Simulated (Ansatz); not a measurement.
The cluster Ag9⁺. Charge 1, multiplicity 1. Geometry r2SCAN-D4/def2-SVP, basis def2-TZVP, Ansatz.

```xyz
9

Ag   -1.035   -1.143    0.358
Ag    1.571    0.183    0.059
Ag    0.403   -0.214    2.584
Ag   -0.521    0.604   -1.799
Ag    0.758   -1.866   -1.681
Ag   -0.726    1.630    0.829
Ag    1.193    2.633   -0.936
Ag    1.317   -2.359    1.024
Ag   -2.959    0.531   -0.439
```

```json
{"run": "A", "HOMO (eV)": "-8.74", "LUMO (eV)": "-6.76"}
{"run": "B", "HOMO (eV)": "-9.16", "LUMO (eV)": "-6.16"}
{"run": "C", "HOMO (eV)": "-10.02", "LUMO (eV)": "-5.44"}
{"run": "D", "HOMO (eV)": "-9.19", "LUMO (eV)": "-6.47"}
```

In the def2 sets Ag takes a core potential; there is no spin–orbit coupling. B3LYP takes the VWN-RPA correlation. The structure comes from a short search, and lower isomers may exist.

Problem. The runs used B3LYP, CAM-B3LYP, PBE0, r2SCAN. Estimate which is which.

Solution. A r2SCAN (0 % exact exchange); B PBE0 (25 % exact exchange); C CAM-B3LYP (range-separated); D B3LYP (20 % exact exchange). Exact exchange lowers occupied and raises empty levels; among semilocal functionals meta-GGAs tend to open the gap a little, and such runs are hard to tell apart. The gap grows from 1.98 eV (r2SCAN) to 4.58 eV (CAM-B3LYP).
